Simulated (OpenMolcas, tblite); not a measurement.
A family of molecules: the dipole moment

Gas-phase molecules, one atom swapped for its congeners: NOF (nitrosyl fluoride) `O=NF`; NClO (nitrosyl chloride) `O=NCl`; NBrO (nitrosyl bromide) `O=NBr`. All are singlets with charge 0.

Shapes, held fixed at every level: PBE0-D4/def2-TZVP. Programs: OpenMolcas 26.06, tblite 0.8.0. Values in D.

```
                             level   NOF  NClO  NBrO
                         IPEA1-xTB  1.53  1.73  1.13
                         HF/STO-3G  0.37  2.38  1.68
                          HF/3-21G  1.24  1.96  1.55
B3LYP/6-31G* (Cartesian functions)  1.11  1.86  1.98
                          measured  1.81  1.90     –
```

At B3LYP/6-31G* (Cartesian functions) the dipole moment rises at every step, from 1.11 to 1.98 D. 1 of 4 levels show this order throughout; 1 agree on the largest and the smallest. Measured values: NIST CCCBDB. The tabulated value of NOF is in doubt (older tables, estimates, or at odds with other calculations) and kept here. Relativity is left out for Br.
